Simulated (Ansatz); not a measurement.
```yaml
crystal:
  periodic: [false, false, false]
  atoms:
    - {symbol: O, position_ang: [-1.107757, 0.186386, -1.492941]}
    - {symbol: Ge, position_ang: [-0.057489, 0.923394, -0.567098]}
    - {symbol: Ge, position_ang: [0.391741, -0.759721, 1.063719]}
    - {symbol: H, position_ang: [-1.339969, 0.558368, -2.574080]}
    - {symbol: H, position_ang: [1.208787, 1.230135, -1.440501]}
    - {symbol: H, position_ang: [1.208206, 0.060706, 2.256518]}
    - {symbol: H, position_ang: [0.764554, -1.793261, 0.646141]}
    - {symbol: H, position_ang: [-1.143831, -0.849970, 1.922801]}
basis:
  gaussian: {orbitals: aug-cc-pVTZ}
total_charge: 1
hamiltonian: {xc: {name: wB97X}}
relax: {f_tol: 0.001, max_steps: 3}
output: {forces: true}
```

```sh
$ ansatz run in.yaml --threads 4 --pin off --events-out ev --progress --plain --max-ram 10444MiB
```

Output, abridged:

```
Functional definition: wB97X
1483 factors; their error is unknown
527 factors; integrals over basis functions are off by at most 2.2e-6 eV
mean field evaluation 1: about -115146.1056 eV, gradient 8.4e1 eV
mean field evaluation 2: about -115121.8626 eV, gradient 1.3e2 eV
mean field evaluation 4: about -115157.6168 eV, gradient 1.6e0 eV
mean field evaluation 8: about -115157.6270 eV, gradient 7.5e-2 eV
mean field evaluation 16: about -115157.9162 eV, gradient 9.1e-4 eV
mean field -115157.91624056 eV, -4231.9753650015 hartree, gradient 3.6e-5 eV, S^2 0.000000; 0 other end points of the search recorded, 0 dependent functions left out
reference -115157.91619701 eV, -4231.9753634011 hartree; 38, 38 occupied and 241, 241 virtual orbitals, 1483 factors
relax step   1: F+E_penalty+E_count = -115157.91624056 eV  Δ(F+E_penalty+E_count) = +0.000e0 eV  max|allowed force component| = 1.300e1 eV/Å  Δτ_max = 0.0000 Å  (35 SCF iters, accepted)
1483 factors; their error is unknown
527 factors; integrals over basis functions are off by at most 2.2e-6 eV
mean field -115161.61242082 eV, -4232.1111971206 hartree, gradient 3.3e-5 eV, S^2 0.000000; 0 other end points of the search recorded, 0 dependent functions left out
reference -115161.61237962 eV, -4232.1111956064 hartree; 38, 38 occupied and 241, 241 virtual orbitals, 1483 factors
relax step   2: F+E_penalty+E_count = -115161.61242082 eV  Δ(F+E_penalty+E_count) = -3.696e0 eV  max|allowed force component| = 4.249e0 eV/Å  Δτ_max = 0.1972 Å  (44 SCF iters, accepted)
1483 factors; their error is unknown
527 factors; integrals over basis functions are off by at most 2.6e-6 eV
mean field -115162.48250904 eV, -4232.1431722729 hartree, gradient 2.0e-5 eV, S^2 0.000000; 0 other end points of the search recorded, 0 dependent functions left out
reference -115162.48246845 eV, -4232.1431707812 hartree; 38, 38 occupied and 241, 241 virtual orbitals, 1483 factors
relax step   3: F+E_penalty+E_count = -115162.48250904 eV  Δ(F+E_penalty+E_count) = -8.701e-1 eV  max|allowed force component| = 1.813e0 eV/Å  Δτ_max = 0.1906 Å  (41 SCF iters, accepted)
Error: geometry relaxation did not converge after 3 steps: max|allowed force component| = 1.81e0 eV/Å (threshold 1.0e-3). Raise `relax.max_steps` over both its present limit and 3, loosen `relax.f_tol`, or start from a geometry closer to equilibrium. Where this run's directory can be resumed (`checkpoint.write`), a resume goes on for up to `relax.max_steps` more
```

In this input the relaxation is allowed too few steps for its threshold. The calculation stopped without meeting its thresholds.
